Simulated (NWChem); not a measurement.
Program: NWChem. System: isocyanic acid (CHNO), charge 0, spin multiplicity 1, at a geometry optimised with PBE0/def2-SVP. Level: RHF/def2-TZVP.

NWChem printed:

```
             Northwest Computational Chemistry Package (NWChem) 7.3.0
             --------------------------------------------------------

                                NWChem Input Module
                                -------------------

 Scaling coordinates for geometry "geometry" by  1.889725989
 (inverse scale =  0.529177249)

 Turning off AUTOSYM since
 SYMMETRY directive was detected!

                             Geometry "geometry" -> ""
                             -------------------------

 Output coordinates in angstroms (scale by  1.889725989 to convert to a.u.)

  No.       Tag          Charge          X              Y              Z
 ---- ---------------- ---------- -------------- -------------- --------------
    1 N                    7.0000     1.16003500    -0.07317700     0.00000000
    2 C                    6.0000    -0.04679300     0.01949200     0.00000000
    3 O                    8.0000    -1.21043200    -0.03409700     0.00000000
    4 H                    1.0000     1.84397000     0.66806100     0.00000000

 Effective nuclear repulsion energy (a.u.)      59.2793257738

            Nuclear Dipole moment (a.u.)
            ----------------------------
        X                 Y               Z
 ---------------- ---------------- ----------------
     0.0000018897    -0.0000037795     0.0000000000

      Symmetry information
      --------------------

 Group name             Cs
 Group number              2
 Group order               2
 No. of unique centers     4

      Symmetry unique atoms

     1    2    3    4


 Summary of "ao basis" -> "" (spherical)
 ------------------------------------------------------------------------------
       Tag                 Description            Shells   Functions and Types
 ---------------- ------------------------------  ------  ---------------------
 *                         def2-tzvp                  on all atoms

 Summary of "ao basis" -> "ao basis" (spherical)
 ------------------------------------------------------------------------------
       Tag                 Description            Shells   Functions and Types
 ---------------- ------------------------------  ------  ---------------------
 N                         def2-tzvp                11       31   5s3p2d1f
 C                         def2-tzvp                11       31   5s3p2d1f
 O                         def2-tzvp                11       31   5s3p2d1f
 H                         def2-tzvp                 4        6   3s1p

                                 NWChem SCF Module
                                 -----------------

  ao basis        = "ao basis"
  functions       =    99
  atoms           =     4
  closed shells   =    11
  open shells     =     0
  charge          =   0.00
  wavefunction    = RHF
  use symmetry    = T
  symmetry adapt  = T

 Summary of "ao basis" -> "ao basis" (spherical)
 ------------------------------------------------------------------------------
       Tag                 Description            Shells   Functions and Types
 ---------------- ------------------------------  ------  ---------------------
 N                         def2-tzvp                11       31   5s3p2d1f
 C                         def2-tzvp                11       31   5s3p2d1f
 O                         def2-tzvp                11       31   5s3p2d1f
 H                         def2-tzvp                 4        6   3s1p

      Symmetry analysis of basis
      --------------------------

        a'         68
        a"         31

 Forming initial guess at       0.1s

      Superposition of Atomic Density Guess
      -------------------------------------

 Sum of atomic energies:        -167.26699646

      Non-variational initial energy
      ------------------------------

 Total energy =    -168.544294
 1-e energy   =    -344.626962
 2-e energy   =     116.803343
 HOMO         =      -0.382188
 LUMO         =       0.057630

      Symmetry analysis of molecular orbitals - initial
      -------------------------------------------------

  Numbering of irreducible representations:

     1 a'          2 a"

  Orbital symmetries:

     1 a'          2 a'          3 a'          4 a'          5 a'
     6 a'          7 a'          8 a"          9 a'         10 a'
    11 a"         12 a'         13 a'         14 a"         15 a'
    16 a'         17 a"         18 a'         19 a'         20 a'
    21 a"

 Starting SCF solution at       1.4s

 ----------------------------------------------
         Quadratically convergent ROHF

 Convergence threshold     :          1.000E-07
 Maximum no. of iterations :          100
 Final Fock-matrix accuracy:          1.000E-09
 ----------------------------------------------

              iter       energy          gnorm     gmax       time
             ----- ------------------- --------- --------- --------
                 1     -167.7706091968  1.12D+00  3.36D-01      1.5
                 2     -167.8295601837  2.71D-01  8.53D-02      1.7
                 3     -167.8355522792  2.50D-02  1.01D-02      2.0
                 4     -167.8356541991  3.20D-04  8.46D-05      2.5
                 5     -167.8356542126  7.37D-08  2.63D-08      3.1

       Final RHF  results
       ------------------

         Total SCF energy =   -167.835654212642
      One-electron energy =   -345.925858334415
      Two-electron energy =    118.810878347955
 Nuclear repulsion energy =     59.279325773817

        Time for solution =      1.7s

       Symmetry analysis of molecular orbitals - final
       -----------------------------------------------

  Numbering of irreducible representations:

     1 a'          2 a"

  Orbital symmetries:

     1 a'          2 a'          3 a'          4 a'          5 a'
     6 a'          7 a'          8 a"          9 a'         10 a'
    11 a"         12 a'         13 a'         14 a'         15 a"
    16 a'         17 a"         18 a'         19 a'         20 a'
    21 a"

             Final eigenvalues
             -----------------

              1
    1  -20.6197
    2  -15.5924
    3  -11.4122
    4   -1.4750
    5   -1.2623
    6   -0.8182
    7   -0.7314
    8   -0.6573
    9   -0.6474
   10   -0.4826
   11   -0.4536
   12    0.1221
   13    0.1546
   14    0.2127
   15    0.2201
   16    0.2832
   17    0.3172
   18    0.3275
   19    0.4604
   20    0.5086
   21    0.5283

                       ROHF Final Molecular Orbital Analysis
                       -------------------------------------

 Vector    9  Occ=2.000000D+00  E=-6.474500D-01  Symmetry=a'
              MO Center= -3.4D-01, -9.3D-03,  2.5D-16, r^2= 1.5D+00
   Bfn.  Coefficient  Atom+Function         Bfn.  Coefficient  Atom+Function
  ----- ------------  ---------------      ----- ------------  ---------------
    69      0.309450  3 O  py                72      0.275875  3 O  py
    38      0.239512  2 C  py                41      0.207308  2 C  py

 Vector   10  Occ=2.000000D+00  E=-4.825701D-01  Symmetry=a'
              MO Center=  4.4D-01, -1.6D-01, -1.6D-17, r^2= 2.0D+00
   Bfn.  Coefficient  Atom+Function         Bfn.  Coefficient  Atom+Function
  ----- ------------  ---------------      ----- ------------  ---------------
     7      0.308583  1 N  py                10      0.280110  1 N  py
    69     -0.266483  3 O  py                72     -0.238654  3 O  py
    13      0.194051  1 N  py                75     -0.161898  3 O  py
     4     -0.159140  1 N  s

 Vector   11  Occ=2.000000D+00  E=-4.535873D-01  Symmetry=a"
              MO Center=  3.4D-01, -3.8D-02, -4.2D-17, r^2= 1.9D+00
   Bfn.  Coefficient  Atom+Function         Bfn.  Coefficient  Atom+Function
  ----- ------------  ---------------      ----- ------------  ---------------
     8      0.334167  1 N  pz                11      0.309904  1 N  pz
    70     -0.274079  3 O  pz                73     -0.248185  3 O  pz
    14      0.238892  1 N  pz                76     -0.176031  3 O  pz

 Vector   12  Occ=0.000000D+00  E= 1.221148D-01  Symmetry=a'
              MO Center=  1.6D+00,  9.3D-01, -1.3D-16, r^2= 4.2D+00
   Bfn.  Coefficient  Atom+Function         Bfn.  Coefficient  Atom+Function
  ----- ------------  ---------------      ----- ------------  ---------------
     5      2.112778  1 N  s                 96     -1.968981  4 H  s
    36     -1.313672  2 C  s                 67      0.740575  3 O  s
    13      0.567603  1 N  py                35     -0.430093  2 C  s
    74      0.281141  3 O  px                 3      0.199793  1 N  s
    12      0.186012  1 N  px

 Vector   13  Occ=0.000000D+00  E= 1.545769D-01  Symmetry=a'
              MO Center=  2.4D-01,  4.5D-01, -2.3D-16, r^2= 3.2D+00
   Bfn.  Coefficient  Atom+Function         Bfn.  Coefficient  Atom+Function
  ----- ------------  ---------------      ----- ------------  ---------------
    36      2.519840  2 C  s                  5     -1.057473  1 N  s
    12      0.941278  1 N  px                96     -0.887657  4 H  s
    35      0.846089  2 C  s                 67     -0.832606  3 O  s
    43      0.519212  2 C  px                44      0.476564  2 C  py
    74     -0.363890  3 O  px                75     -0.354713  3 O  py

 Vector   14  Occ=0.000000D+00  E= 2.126795D-01  Symmetry=a'
              MO Center=  4.6D-02, -3.5D-01,  3.4D-16, r^2= 5.1D+00
   Bfn.  Coefficient  Atom+Function         Bfn.  Coefficient  Atom+Function
  ----- ------------  ---------------      ----- ------------  ---------------
    36      2.415116  2 C  s                 67     -2.132848  3 O  s
    96     -1.272933  4 H  s                 35      0.905596  2 C  s
    44     -0.854991  2 C  py                43     -0.723633  2 C  px
    13      0.688389  1 N  py                74     -0.671563  3 O  px
     4     -0.598385  1 N  s                 12      0.578059  1 N  px

 center of mass
 --------------
 x =  -0.07996489 y =  -0.02912811 z =   0.00000000

 moments of inertia (a.u.)
 ------------------
           1.920232037061          -2.406829217899           0.000000000000
          -2.406829217899         163.035659161856           0.000000000000
           0.000000000000           0.000000000000         164.955891198917

  Mulliken analysis of the total density
  --------------------------------------

    Atom       Charge   Shell Charges
 -----------   ------   -------------------------------------------------------
    1 N    7     7.56   0.82  1.16  0.52  0.81  0.22  1.51  1.71  0.76  0.01  0.03  0.00
    2 C    6     5.39   0.86  1.12  0.58  0.29  0.01  1.15  0.95  0.14  0.07  0.20  0.03
    3 O    8     8.36   0.79  1.18  0.58  0.94  0.33  1.83  1.93  0.73  0.01  0.03  0.00
    4 H    1     0.69   0.24  0.37  0.04  0.04

       Multipole analysis of the density wrt the origin
       ------------------------------------------------

     L   x y z        total         open         nuclear
     -   - - -        -----         ----         -------
     0   0 0 0     -0.000000      0.000000     22.000000

     1   1 0 0      0.717353      0.000000      0.000002
     1   0 1 0      0.625981      0.000000     -0.000004
     1   0 0 1      0.000000      0.000000      0.000000

     2   2 0 0    -12.836524      0.000000     87.684971
     2   1 1 0      2.133314      0.000000      3.436698
     2   1 0 1     -0.000000      0.000000      0.000000
     2   0 2 0    -11.608595      0.000000      1.768998
     2   0 1 1     -0.000000      0.000000      0.000000
     2   0 0 2    -12.480817      0.000000      0.000000

 Task  times  cpu:        3.1s     wall:        3.1s

 Total times  cpu:        3.1s     wall:        3.1s
```

Task: Write an NWChem input that would produce this output.

Result: One answer among several that fit: 
```
start mol
memory heap 200 mb stack 800 mb global 1000 mb
geometry units angstroms nocenter noautoz
  N      1.160035    -0.073177     0.000000
  C     -0.046793     0.019492     0.000000
  O     -1.210432    -0.034097     0.000000
  H      1.843970     0.668061     0.000000
  symmetry group Cs
end
basis spherical
  * library def2-tzvp
end
scf
  rhf
  nopen 0
  maxiter 100
  thresh 1e-7
  semidirect memsize 60000000 filesize 0
end
task scf energy
```
